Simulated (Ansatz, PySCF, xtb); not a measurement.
Two conformers of C2H6OSi (SMILES C=C[SiH2]O), B3LYP-D3(BJ)/def2-TZVP minima.
Conformer 1 (charge 0, multiplicity 1):
```xyz
10

C      1.6348     0.0646     0.6128
C      0.7413     0.3075    -0.3459
Si    -0.9371    -0.4921    -0.3817
O     -2.1633     0.6190    -0.3331
H      1.4213    -0.6184     1.4291
H      2.6164     0.5273     0.6271
H      1.0160     1.0022    -1.1373
H     -1.1604    -1.2254    -1.6449
H     -0.9950    -1.4238     0.7737
H     -2.1739     1.2392     0.4002
```
Conformer 2 (charge 0, multiplicity 1):
```xyz
10

C      1.5263     0.6091    -0.0833
C      0.8022    -0.4948    -0.2589
Si    -1.0541    -0.5358    -0.1407
O     -1.6595     0.9119     0.3815
H      2.6091     0.6116    -0.1505
H      1.0602     1.5653     0.1301
H      1.3275    -1.4233    -0.4772
H     -1.6662    -0.7668    -1.4663
H     -1.4452    -1.6420     0.7715
H     -1.5002     1.1649     1.2938
```

No zero-point or thermal terms.

Frozen-core correlation. Rows in 3-21G, STO-3G carry no dispersion term and start afresh at each structure.

Programs: Ansatz (a first-principles code); PySCF for 3-21G rows, STO-3G rows, the dispersion terms; xtb for the GFN methods. 

| level | electronic energy of conformer 2 less that of conformer 1 (kcal/mol) |
|---|---|
| GFN1-xTB | -0.65 |
| HF/STO-3G | 0.22 |
| HF/3-21G | 0.78 |
| B97M-V/def2-TZVPP | 0.29 |
| B3LYP-D4/def2-TZVPP | 0.33 |
| PBE0/def2-TZVPP | 0.44 |
| wB97X-V/def2-TZVPP | [?] |
| SCS-MP2/cc-pV(D+d)Z | 0.45 |
| SCS-MP2/cc-pV(T+d)Z | [?] |

### Question
Fill in the missing entries.

### Answer

- wB97X-V/def2-TZVPP, electronic energy of conformer 2 less that of conformer 1 (kcal/mol): 0.38
- SCS-MP2/cc-pV(T+d)Z, electronic energy of conformer 2 less that of conformer 1 (kcal/mol): 0.51
